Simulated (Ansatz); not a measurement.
Zn₂I₅⁻. Total charge -1; singlet. Geometry r2SCAN-D4/def2-SVPD.

```xyz
7

Zn    1.108   -1.634    1.134
Zn   -1.166    1.647   -1.055
I    -3.114    3.204   -0.685
I     2.512   -2.036   -0.888
I     0.322    1.379   -3.038
I     1.166   -2.746    3.396
I    -0.828    0.185    1.137
```

In the def2 sets I takes a core potential; there is no spin–orbit coupling. Another isomer (singlet) lies 0.55 eV lower at PBE0-D4/def2-SVP; other spin states weren't run for this one.

Task: Estimate the orbital energies around the gap (eV) in Ansatz with PBE-D4/def2-SVP, r2SCAN-D4/def2-SVP, B97M-V/def2-SVP, r2SCAN0-D4/def2-SVP, BHLYP-D4/def2-SVP.

Result: 
```tsv
orbital	PBE-D4/def2-SVP	r2SCAN-D4/def2-SVP	B97M-V/def2-SVP	r2SCAN0-D4/def2-SVP	BHLYP-D4/def2-SVP
HOMO−9	-3.92	-4.31	-4.19	-5.33	-5.95
HOMO−8	-3.84	-4.23	-4.12	-5.25	-5.88
HOMO−7	-3.30	-3.68	-3.60	-4.73	-5.42
HOMO−6	-3.22	-3.61	-3.53	-4.66	-5.34
HOMO−5	-3.17	-3.55	-3.48	-4.62	-5.31
HOMO−4	-3.02	-3.41	-3.33	-4.45	-5.13
HOMO−3	-2.98	-3.36	-3.29	-4.40	-5.08
HOMO−2	-2.96	-3.33	-3.27	-4.38	-5.07
HOMO−1	-2.91	-3.28	-3.21	-4.31	-4.98
HOMO	-2.65	-3.02	-2.95	-4.05	-4.71
LUMO	0.92	1.09	1.15	1.76	2.50
LUMO+1	1.40	1.56	1.62	2.28	3.09
LUMO+2	2.73	2.88	2.83	3.59	4.45
LUMO+3	3.18	3.37	3.30	4.10	4.88
LUMO+4	3.61	4.00	3.69	4.44	4.96
LUMO+5	3.91	4.31	4.07	4.80	5.22
```
